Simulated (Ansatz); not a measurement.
This geometry of CH4Cl2Sn (8 atoms, charge 0, multiplicity 1) is a first-order saddle point.

Theory: RKS revPBE/def2-SVP in Ansatz.

```xyz
8
Properties=species:S:1:pos:R:3
Cl 1.179 -1.100 1.803
C 1.075 -0.111 0.293
Cl 1.808 1.526 0.503
Sn -1.039 0.045 -0.410
H 1.697 -0.634 -0.456
H -1.461 1.715 -0.535
H -1.106 -0.718 -1.967
H -2.059 -0.779 0.713
```

Problem. Which two structures does it join? (They come from a converged band through this point; their orientation in space is the band's.)

Solution. No bond is made or broken. The dihedral Cl3–C2–Sn4–H7 goes from 59 to 179°. The two ends are copies of one structure, up to a mirror image or an exchange of like atoms.

First end point:

```xyz
8
Properties=species:S:1:pos:R:3
Cl 1.064 -0.226 2.129
C 1.052 -0.170 0.321
Cl 2.056 1.191 -0.322
Sn -1.035 0.026 -0.412
H 1.538 -1.103 -0.020
H -1.631 1.526 0.193
H -1.001 0.010 -2.143
H -1.950 -1.311 0.198
```

Last end point:

```xyz
8
Properties=species:S:1:pos:R:3
Cl 1.409 -1.662 1.005
C 1.080 -0.045 0.263
Cl 1.409 1.309 1.417
Sn -1.029 0.051 -0.425
H 1.806 0.069 -0.564
H -1.281 1.589 -1.178
H -1.289 -1.236 -1.553
H -2.013 -0.132 0.979
```

Problem. How far does it lie above each of them?

Solution. 0.058 eV above the first and 0.058 eV above the second. This is the barrier of this one path; another mechanism may lie lower.

Time of the run: 59 s on 2 threads of Arm Neoverse V1, on a shared host, peak memory 0.14 GiB.
